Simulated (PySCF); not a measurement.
Al(AsH3)F3.
Bonds: Al1–As2, Al1–F6, Al1–F7, Al1–F8. Hydrogens: H3, H4, H5 on As2.

The calculation used PBE0-D3(BJ)/def2-SVP geometry optimisation, gas phase in PySCF 2.14.0.

Q: How far are the bound atoms from Al1?

A: 4 atoms: F6 1.662 Å, F8 1.663 Å, F7 1.664 Å, As2 2.572 Å. The nearest atom not counted as bound is H5, at 3.53 Å.

Q: List the angles at Al1.

A: 
```tsv
angle	degrees	distance of the outer atoms (Å)
F7–Al1–F8	118.1	2.85
F6–Al1–F7	117.7	2.85
F6–Al1–F8	117.5	2.84
As2–Al1–F6	100.1	3.30
As2–Al1–F8	98.5	3.26
As2–Al1–F7	97.3	3.24
```

Q: What is the shape at Al1?

A: Distorted tetrahedral: angles from 97.3° to 118.1°; τ4 = (360° − α − β)/141° = 0.88 with α and β the two widest (0 for a square, 1 for a tetrahedron).

Q: What are the other bond lengths?

A: As2–H3, As2–H4, As2–H5 1.505 Å.

Charge 0, singlet. Whether it is a minimum is left open (no frequencies).
